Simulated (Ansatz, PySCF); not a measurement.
Si(F)2(I)(OMe) (CH3F2IOSi), SMILES I[Si](F)(OC)F. Atoms are numbered in the order given.

```xyz
9

C      2.6578     0.2751    -1.0132
O      1.4802     1.0550    -1.1272
Si    -0.0688     0.6077    -0.9426
F     -0.5683    -0.3069    -2.1685
F     -0.9586     1.9400    -0.9540
I     -0.4367    -0.6258     1.1178
H      3.5209     0.9516    -1.0848
H      2.6974    -0.2492    -0.0433
H      2.7207    -0.4690    -1.8244
```

The structure is a stationary point at B3LYP-D3(BJ)/def2-SVP. The structure was generated by enumeration, and PubChem lists no compound with its InChIKey, so it may never have been made. The def2 effective core potentials stand for the cores of I; spin–orbit coupling is left out. Other conformers were not sampled.

Two levels are set side by side: PBE-D3(BJ)/def2-SVP (Ansatz, a program for electronic structure) and B3LYP-D3(BJ)/def2-SVP (Ansatz). Each level has its own optimised geometry; the coordinates shown are those of the second. Frequencies come from the Hessian of PySCF at each geometry. Differences are taken from unrounded values.

| quantity | B3LYP-D3(BJ) |
|---|---|
| mean bond length (Å) | 1.498 |
| bond C1–O2 (Å) | 1.417 |
| bond O2–Si3 (Å) | 1.623 |
| bond Si3–F4 (Å) | 1.609 |
| bond Si3–F5 (Å) | 1.602 |
| bond Si3–I6 (Å) | 2.429 |
| bond C1–H7 (Å) | 1.099 |
| bond C1–H8 (Å) | 1.103 |
| bond C1–H9 (Å) | 1.103 |
| highest harmonic wavenumber (cm⁻¹) | 3137 |
| mean harmonic wavenumber (cm⁻¹) | 1043 |
| zero-point energy (kcal/mol) | 31.32 |

**Question.** What does PBE-D3(BJ) give, and how far is it from B3LYP-D3(BJ)? (An estimate is asked for; the answer gives what the named calculation found.)

**Answer.** 
```tsv
quantity	PBE-D3(BJ)	PBE-D3(BJ) minus B3LYP-D3(BJ)
mean bond length (Å)	1.507	0.009
bond C1–O2 (Å)	1.421	0.004
bond O2–Si3 (Å)	1.639	0.016
bond Si3–F4 (Å)	1.622	0.013
bond Si3–F5 (Å)	1.614	0.012
bond Si3–I6 (Å)	2.431	0.002
bond C1–H7 (Å)	1.107	0.008
bond C1–H8 (Å)	1.112	0.009
bond C1–H9 (Å)	1.111	0.009
highest harmonic wavenumber (cm⁻¹)	3070	-67
mean harmonic wavenumber (cm⁻¹)	1014	-30
zero-point energy (kcal/mol)	30.43	-0.89
```

GGA bonds tend to be longer and softer than those of functionals with exact exchange. Differences between two approximate levels are no errors against the true value.
